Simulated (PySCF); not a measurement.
PySCF input for Bi(F)2(TeH) (BiF2HTe), SMILES [F][Bi]([F])[TeH], IEF-PCM-ωB97X/def2-SVP. Coordinates come from a B3LYP-D3(BJ)/def2-SVP optimisation. The def2 effective core potentials stand for the cores of Bi, Te; spin–orbit coupling is left out.

```python
import numpy as np
from pyscf import gto, scf, dft
from pyscf.solvent import pcm

mol = gto.M(
    atom='''
    Bi   -0.57526323    0.48328502    0.61737862
    F    -2.18442031   -0.16214229   -0.45533493
    F    -0.42098484    2.24655296   -0.40244663
    Te    1.32381938   -1.11363123   -0.84593633
    H     2.35688743   -0.96352898    0.46629734
    ''',
    basis='def2-SVP',
    ecp={'Bi': 'def2-svp', 'Te': 'def2-svp'},
    charge=0,
    spin=0,
    max_memory=1600,
    verbose=3,
)
mf = dft.RKS(mol, xc='wb97x').density_fit(auxbasis='def2-universal-jkfit')
mf.grids.level = 3
mf.conv_tol = 1e-9
mf.max_cycle = 100
mf.kernel()
res = {}
for name, eps in {'water': 78.355, 'chlorobenzene': 5.6968, 'ethylethanoate': 5.9867}.items():
    s = mf.PCM()
    s.with_solvent.method, s.with_solvent.eps, s.with_solvent.lebedev_order = 'IEF-PCM', eps, 29
    s.kernel(mf.make_rdm1())
    res[name] = (s.e_tot, eps, s.dip_moment(), s.mo_energy, s.converged)
    print(f'{name}: electrostatic solvation free energy {(s.e_tot - mf.e_tot) * 627.509474:.3f} kcal/mol')
```

Log of the run:

```
converged SCF energy = -682.870877996049

WARN: PCM is an experimental feature. It is still in testing.
Features and APIs may be changed in the future.

converged SCF energy = -682.890337611657
Dipole moment(X, Y, Z, Debye):  1.66428, -0.99681,  5.86118
water: electrostatic solvation free energy -12.211 kcal/mol

WARN: PCM is an experimental feature. It is still in testing.
Features and APIs may be changed in the future.

converged SCF energy = -682.88529688054
Dipole moment(X, Y, Z, Debye):  1.62397, -1.02596,  5.37689
chlorobenzene: electrostatic solvation free energy -9.048 kcal/mol

WARN: PCM is an experimental feature. It is still in testing.
Features and APIs may be changed in the future.

converged SCF energy = -682.885530246759
Dipole moment(X, Y, Z, Debye):  1.62591, -1.02490,  5.39838
ethylethanoate: electrostatic solvation free energy -9.194 kcal/mol
```

The calculation finished and met its thresholds.

Cost: about 60 core-seconds (a rough figure).
